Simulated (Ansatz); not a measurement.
The lowest singlet and triplet of NP (SMILES N#P); geometries from B3LYP-D3(BJ)/def2-TZVP, each state relaxed from the structure named, with no frequency check.
Singlet (charge 0, multiplicity 1):
```xyz
2

N      0.0000     0.0000    -1.0110
P      0.0000     0.0000     0.4718
```

A positive gap puts the triplet lower; no zero-point energy. U- takes an unrestricted singlet (broken symmetry where lower, unprojected). The triplet is unrestricted in single-reference levels. Active spaces average the two states.

Frozen-core correlation.

Run with Ansatz (a program for electronic structure). Each number belongs to the level named beside it.

Task: Predict the gap E(singlet) − E(triplet), vertical, at the singlet's geometry from U-CCSD/cc-pV(Q+d)Z (spin-contaminated).

Result: -3.82 eV

Doubts at one or more of the structures used: T1 above 0.05 (U-CCSD/cc-pV(Q+d)Z (spin-contaminated)).
